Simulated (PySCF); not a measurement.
# Orbital levels and atomic charges: P36H16

System: P36H16 (flake blue phosphorene).

Cartesian coordinates (Å):
```
  1 P    -1.610    0.932   -0.579
  2 P    -3.219    1.849    0.600
  3 P    -4.837    0.934   -0.579
  4 P    -4.837   -0.934    0.577
  5 P    -3.218   -1.849   -0.601
  6 P    -1.610   -0.932    0.577
  7 P     3.214    3.732   -0.544
  8 P     1.612    4.660    0.619
  9 P     0.000    3.734   -0.531
 10 P     0.000    1.847    0.602
 11 P     1.609    0.932   -0.578
 12 P     3.219    1.849    0.601
 13 P     4.837    0.934   -0.577
 14 P     1.609   -0.932    0.579
 15 P     3.219   -1.849   -0.600
 16 P     4.837   -0.934    0.580
 17 P    -6.472   -1.864   -0.548
 18 P    -6.462   -3.750    0.550
 19 P    -4.842   -4.678   -0.579
 20 P    -3.214   -3.732    0.544
 21 P     0.001   -1.847   -0.602
 22 P     0.000   -3.734    0.532
 23 P     1.613   -4.659   -0.619
 24 P     3.214   -3.732    0.544
 25 P     6.472   -1.863   -0.544
 26 P     4.841   -4.678   -0.580
 27 P     6.462   -3.751    0.551
 28 P    -1.613    4.659    0.621
 29 P    -3.214    3.732   -0.544
 30 P     6.462    3.751   -0.551
 31 P     4.841    4.678    0.578
 32 P     6.472    1.864    0.547
 33 P    -1.612   -4.660   -0.620
 34 P    -4.842    4.678    0.580
 35 P    -6.462    3.751   -0.551
 36 P    -6.472    1.863    0.545
 37 H     1.606    5.810   -0.187
 38 H    -7.445   -1.309    0.296
 39 H    -7.446   -4.311   -0.275
 40 H    -4.820   -5.810    0.247
 41 H     1.606   -5.810    0.188
 42 H     7.446   -1.310    0.300
 43 H     4.820   -5.811    0.245
 44 H     7.446   -4.311   -0.276
 45 H    -1.606    5.811   -0.185
 46 H     7.446    4.311    0.275
 47 H     4.820    5.810   -0.248
 48 H     7.445    1.309   -0.296
 49 H    -1.606   -5.811    0.187
 50 H    -4.820    5.811   -0.245
 51 H    -7.446    4.311    0.276
 52 H    -7.445    1.310   -0.300
```

Method: PBE0/def2-SVP, gas phase, PySCF, fitting set def2-universal-JFIT up to Ne and JKFIT beyond, grid level 1.

Task: Give the orbital energies near the gap.

Result: 
| orbital | eV |
| --- | --- |
| HOMO-4 | -6.54 |
| HOMO-3 | -6.38 |
| HOMO-2 | -6.37 |
| HOMO-1 | -6.34 |
| HOMO | -6.32 |
| LUMO | -2.08 |
| LUMO+1 | -1.99 |
| LUMO+2 | -1.96 |
| LUMO+3 | -1.94 |

Task: Give the partial charges of the non-hydrogen atoms.

Result: 
| atom | Mulliken | IAO | Hirshfeld |
| --- | --- | --- | --- |
| P1 | 0.00 | 0.00 | -0.01 |
| P2 | -0.03 | -0.02 | -0.01 |
| P3 | -0.05 | -0.01 | 0.00 |
| P4 | -0.05 | -0.01 | 0.00 |
| P5 | -0.03 | -0.02 | -0.01 |
| P6 | 0.00 | 0.00 | -0.01 |
| P7 | -0.09 | -0.01 | 0.00 |
| P8 | 0.03 | 0.02 | 0.02 |
| P9 | -0.08 | -0.01 | 0.00 |
| P10 | -0.02 | -0.02 | -0.01 |
| P11 | 0.00 | 0.00 | -0.01 |
| P12 | -0.03 | -0.02 | -0.01 |
| P13 | -0.05 | -0.01 | 0.00 |
| P14 | 0.00 | 0.00 | -0.01 |
| P15 | -0.03 | -0.02 | -0.01 |
| P16 | -0.05 | -0.01 | 0.00 |
| P17 | -0.02 | 0.00 | 0.02 |
| P18 | -0.03 | 0.02 | 0.03 |
| P19 | -0.01 | 0.01 | 0.02 |
| P20 | -0.09 | -0.01 | 0.00 |
| P21 | -0.02 | -0.02 | -0.01 |
| P22 | -0.08 | -0.01 | 0.00 |
| P23 | 0.03 | 0.02 | 0.02 |
| P24 | -0.09 | -0.01 | 0.00 |
| P25 | -0.02 | 0.00 | 0.02 |
| P26 | -0.01 | 0.01 | 0.02 |
| P27 | -0.03 | 0.02 | 0.03 |
| P28 | 0.03 | 0.02 | 0.02 |
| P29 | -0.09 | -0.01 | 0.00 |
| P30 | -0.03 | 0.02 | 0.03 |
| P31 | -0.01 | 0.01 | 0.02 |
| P32 | -0.02 | 0.00 | 0.02 |
| P33 | 0.03 | 0.02 | 0.02 |
| P34 | -0.01 | 0.01 | 0.02 |
| P35 | -0.03 | 0.02 | 0.03 |
| P36 | -0.02 | 0.00 | 0.02 |
